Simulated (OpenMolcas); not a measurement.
# O: Slater's ratio, the spin-orbit constant, worked from levels

- Program: OpenMolcas 26.06
- Basis: ANO-R2 [4s4p2d1f]
- Scalar Hamiltonian: X2C, finite nucleus
- Active space: 4 electrons in 3 orbitals (2p)
- State averaging: 2S+1 = 3 even, 3 roots; 2S+1 = 1 even, 6 roots
- Spin-orbit coupling: state interaction with AMFI integrals over the reference wave functions, term energies averaged over their components

Methods: CASSCF; SS-CASPT2, IPEA 0.25 Eh, imaginary shift 0.1 Eh (closed shells correlated: 1s 2s). Measured levels: NIST Handbook of Basic Atomic Spectroscopic Data.

**Slater's ratio.** With one set of orbitals, p4 has 1D - 3P = 6 F2 and 1S - 1D = 9 F2 (F2 = F²/25), a ratio of 3/2. Term energies are centres of gravity, weighted by 2J + 1.

| Source | 1D - 3P | 1S - 3P | F2 from the first | Ratio |
| --- | --- | --- | --- | --- |
| CASSCF | 17592 | 43713 | 2932 | 1.485 |
| SS-CASPT2 | 15623 | 35349 | 2604 | 1.263 |
| measured | 15790 | 33715 | 2632 | 1.135 |

Energies in cm-1. A ratio away from 3/2 shows effects beyond one configuration with one set of orbitals, and in heavier atoms second-order spin-orbit shifts.

**The spin-orbit constant.** For the Hund term 3P of p4, E(J) = (A/2) J(J+1) + constant and ζ = -2S·A = -2A. From J = 0 to J = 2 the energy changes by 3 A.

```csv
Source,E(2) - E(0),A,ζ
CASSCF,-221.0,-73.7,147
SS-CASPT2,-220.8,-73.6,147
measured,-227.0,-75.7,151
```

All in cm-1. SS-CASPT2 is off by -2.7 % and CASSCF by -2.6 %. Both methods take the spin-orbit matrix elements from the reference wave functions, so the second can move ζ only through the term energies and any multistate remixing. Second-order mixing with other terms is absorbed into this ζ.

CASPT2 does not keep the components of a term degenerate, so their means are used; among the terms shown or strongly mixed into the levels shown the widest spread is 120 cm-1 (2s2 2p4 1D, SS-CASPT2). With the s shell closed, the reference lacks s² → p² mixing. Without dynamic correlation excited terms often stand tens of per cent too high (terms of higher spin than the ground term too low), and those without a measured partner can miss by more than the paired ones (holds for CASSCF). Measured partners are found by configuration, term and J. A level has none where our copy of the source lacks it or the pairing is in doubt (some pairs that miss far off the trend of their configuration count as doubtful), and it then counts in no deviation. Levels of configurations outside the active space are missing.
